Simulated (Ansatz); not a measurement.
`BOC1CO1`, relaxed with RKS PBE0-D4/def2-TZVP in the Gaussian-basis code of Ansatz from a PBE-D4/def2-SVP geometry. The force threshold is 0.005 eV/Å; the program also tests the step.

Total charge 0; spin multiplicity 1.

Start:

```xyz
10

B     1.009    1.460   -0.047
O     0.646    0.467   -0.899
C    -0.449   -0.379   -0.669
C    -0.618   -1.107    0.597
O    -0.151   -1.740   -0.615
H     1.964    2.131   -0.385
H     0.391    1.647    0.989
H    -1.310   -0.089   -1.304
H    -1.624   -1.411    0.944
H     0.143   -0.980    1.389
```

Q: By how much does the energy fall, and how many steps does the optimiser take? (An estimate is asked.)

A: Ansatz gave: 4.85 kJ/mol, in 10 steps, 2 of them rejected.

Q: Which bonds change most? (Best estimate.)

A: Computed: B1–H7 from 1.221 to 1.200 Å; B1–H6 from 1.215 to 1.194 Å; C3–H8 from 1.108 to 1.087 Å; C4–H9 from 1.107 to 1.087 Å.

Q: Give the relaxed structure. (An estimate is asked.)

A: Computed: 
```xyz
10

B     1.001    1.437   -0.042
O     0.625    0.472   -0.903
C    -0.450   -0.371   -0.668
C    -0.614   -1.079    0.591
O    -0.140   -1.721   -0.597
H     1.929    2.113   -0.373
H     0.415    1.590    0.994
H    -1.298   -0.116   -1.298
H    -1.601   -1.385    0.927
H     0.134   -0.942    1.367
```
